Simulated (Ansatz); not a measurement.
Total energies of Sn₂H₆ from Ansatz at PBE0-D4/def2-TZVP, gas phase (1 Eh = 27.2114 eV = 2625.5 kJ/mol). The reference geometry is relaxed at PBE0-D4/def2-TZVP.

| state | geometry | energy (Eh) |
| --- | --- | --- |
| charge 0 singlet | reference | -432.18278 |
| charge 1 doublet | reference | -431.82866 |
| charge 1 doublet | relaxed at PBE0-D4/def2-TZVP | -431.86174 |
| free Sn atom (triplet) | – | -214.25870 |
| free H atom (doublet) | – | -0.50104 |

In the def2 sets Sn takes a core potential; there is no spin–orbit coupling.

Problem. Work out the vertical ionisation energy to the doublet.

Solution. E(charge 1 doublet) − E(charge 0 singlet) = -431.82866 − (-432.18278) = 0.35412 Eh = 9.64 eV. For comparison, −ε of the highest occupied level is 7.73 eV at this level, 1.91 eV less.

Problem. How much does the charge 1 doublet relax, and what is the adiabatic ionisation energy?

Solution. Relaxation: -431.82866 − (-431.86174) = 0.03308 Eh = 0.90 eV. Adiabatic ionisation energy: 0.32104 Eh = 8.74 eV, without zero-point energy. 

Problem. What is the binding energy per atom against free atoms?

Solution. Atoms: 2 × (-214.25870) + 6 × (-0.50104) = -431.52364 Eh. Binding: -431.52364 − (-432.18278) = 0.65914 Eh = 17.94 eV, or 2.24 eV for each of 8 atoms (no zero-point energy, no counterpoise term).
